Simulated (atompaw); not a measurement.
What one change does to a pseudopotential (Ti, PAW (atompaw))

- Element: titanium (Ti)
- Generator: atompaw 4.2.0.5
- Type: PAW
- Functional: PBE
- Relativity: scalar-relativistic
- Frozen core: [Ne]
- Valence charge: 12
- Reference configuration: 3s2 3p6 3d2 4s1.75 4p0.25
- Partial waves: 3s (bound): rc 1.25 bohr; 4s (bound): rc 1.95 bohr; 3p (bound): rc 1.75 bohr; 4p (bound): rc 1.95 bohr; 3d (bound): rc 1.85 bohr; 3d channel at 0.35 Ry: rc 1.95 bohr
- Local potential: ultrasoft scheme with l = 3 at -0.5 Ry, radius 1.90 bohr
- Core correction: smooth core density matched at 1.70 bohr
- Augmentation charge: sinc compensation charge, radius 1.90 bohr; PAW radius 1.95 bohr; waves and projectors: modrrkj vanderbiltortho

All-electron outer shells of the reference configuration (PBE, scalar-relativistic, ld1.x):

| shell | level (eV) | outermost node (bohr) | outermost maximum (bohr) |
| --- | --- | --- | --- |
| 2s | -537.28 | 0.09 | 0.27 |
| 2p | -444.60 | – | 0.22 |
| 3s | -62.98 | 0.40 | 0.87 |
| 3p | -39.21 | 0.37 | 0.90 |
| 4s | -4.67 | 1.24 | 2.92 |
| 3d | -4.58 | – | 0.98 |
| 4p | -1.63 | 1.39 | 3.80 |

Change: all radii scaled by about 1.15 (s 1.44, p 2.02, d 2.12 bohr); local potential ultrasoft scheme with l = 3 at -0.5 Ry, radius 2.18 bohr; augmentation sinc compensation charge, radius 2.18 bohr; PAW radius 2.24 bohr; waves and projectors: modrrkj vanderbiltortho; core correction smooth core density matched at 1.96 bohr.

Cutoffs: the cutoffs (Ry, on a coarse ladder) from which the occupation-weighted sum of valence levels, in a spherical-Bessel basis at the reference potential, stays within 10 and 1 mRy of its value at 400 Ry; they do not see the model core or the augmentation charge, which bear on the density cutoff.

Problem. What does the change do?

Solution. The potential gets softer (30 Ry and 45 Ry → 25 Ry and 40 Ry); neither file shows a bound ghost. A larger radius leaves more room for a smooth pseudo-wave, so fewer plane waves are needed.

| quantity | base | changed |
| --- | --- | --- |
| cutoff, loose | 30 Ry | 25 Ry |
| cutoff, tight | 45 Ry | 40 Ry |
| loose cutoff by channel (10 mRy a level) | s 18 Ry, p 21 Ry, d 18 Ry | s 18 Ry, p 15 Ry, d 18 Ry |
| bound ghosts | none | none |
| lowest overlap eigenvalue by channel | s 0.01, p 0.94, d 0.00 | s 0.69, p 1.00, d 0.91 |

 The cutoffs see the waves, projectors and local potential, not the compensation charge or the core.
